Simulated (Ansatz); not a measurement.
Cost and result for the atomization energy of C$_{2}$H$_{5}$BOS (`OC1CBS1`) (10 atoms, 10 bonds).

```xyz
10

O     1.651   -0.685    0.542
C     0.303   -0.387    0.583
C    -0.324   -0.235   -0.800
B    -0.972    1.155   -0.457
S    -0.160    1.359    1.118
H     1.976   -0.832    1.435
H    -0.250   -1.069    1.235
H     0.475   -0.112   -1.539
H    -0.947   -1.072   -1.125
H    -1.751    1.878   -0.993
```

Charge 0, multiplicity 1. All single points use the PBE0-D4/def2-TZVP geometry. It is one conformer, not always the lowest. Program: Ansatz. All runs use 4 threads of an Arm Neoverse V1 on a shared host. Times are those of one run each, without the atoms' runs, and a repeat can differ threefold. Electronic energies, without spin–orbit coupling; frozen cores. CCSD(T)/CBS adds CCSD(T) − MP2 in def2-TZVPP to the MP2 limit, and its time is that of the two runs behind it. T1 = 0.014. B3LYP takes the VWN-RPA correlation (the form of Gaussian; ORCA's B3LYP/G).

CCSD(T)/CBS is a level of theory with its own doubt, some kJ/mol a heavy atom from the limit and from the frozen cores, so smaller differences don't rank the functionals.

```json
{"level": "PBE-D4/def2-TZVPP (with forces)", "functions": "236", "wall time": "2.3 s", "atomization (kJ/mol)": "4031.1", "difference from CCSD(T)/CBS": "136.1", "per bond": "13.6"}
{"level": "PBE0-D4/def2-TZVPP", "functions": "236", "wall time": "2.5 s", "atomization (kJ/mol)": "3947.9", "difference from CCSD(T)/CBS": "52.9", "per bond": "5.3"}
{"level": "B3LYP-D4/def2-TZVPP (with forces)", "functions": "236", "wall time": "4.1 s", "atomization (kJ/mol)": "3896.6", "difference from CCSD(T)/CBS": "1.6", "per bond": "0.2"}
{"level": "r2SCAN-D4/def2-TZVPP (with forces)", "functions": "236", "wall time": "4.4 s", "atomization (kJ/mol)": "3937.9", "difference from CCSD(T)/CBS": "42.9", "per bond": "4.3"}
{"level": "B2PLYP/def2-TZVPP", "functions": "236", "wall time": "4.9 s", "atomization (kJ/mol)": "3859.6", "difference from CCSD(T)/CBS": "-35.4", "per bond": "-3.5"}
{"level": "ωB97X-V/def2-TZVPP", "functions": "236", "wall time": "7 s", "atomization (kJ/mol)": "3917.8", "difference from CCSD(T)/CBS": "22.8", "per bond": "2.3"}
{"level": "ωB97M-V/def2-TZVPP (with forces)", "functions": "236", "wall time": "10 s", "atomization (kJ/mol)": "3928.7", "difference from CCSD(T)/CBS": "33.7", "per bond": "3.4"}
{"level": "MP2/def2-QZVPP", "functions": "448", "wall time": "23 s", "atomization (kJ/mol)": "3948.6", "difference from CCSD(T)/CBS": "53.6", "per bond": "5.4"}
{"level": "CCSD(T)/def2-TZVPP", "functions": "236", "wall time": "110 s", "atomization (kJ/mol)": "3792.2", "difference from CCSD(T)/CBS": "-102.8", "per bond": "-10.3"}
{"level": "CCSD(T)/CBS(def2)", "functions": "–", "wall time": "2.3 min", "atomization (kJ/mol)": "3895.0", "difference from CCSD(T)/CBS": "0.0", "per bond": "0.0"}
```

From PBE to PBE0 (25 % exact exchange), in def2-TZVPP and without D4, the atomization energy moves by −79.6 kJ/mol: exact exchange takes away binding that semilocal exchange gives to molecules. The D4 term adds +34.7 kJ/mol with B3LYP and +17.8 kJ/mol with PBE0; it sums over pairs of atoms, weighted by their polarisabilities, and B3LYP, whose exchange is more repulsive, gets the larger term. In def2-TZVPP, CCSD(T) changes the Hartree–Fock value by +986.1 kJ/mol (the triples alone add +71.4 kJ/mol) and MP2 by +1082.4 kJ/mol; breaking electron pairs costs correlation energy, which Hartree–Fock lacks.
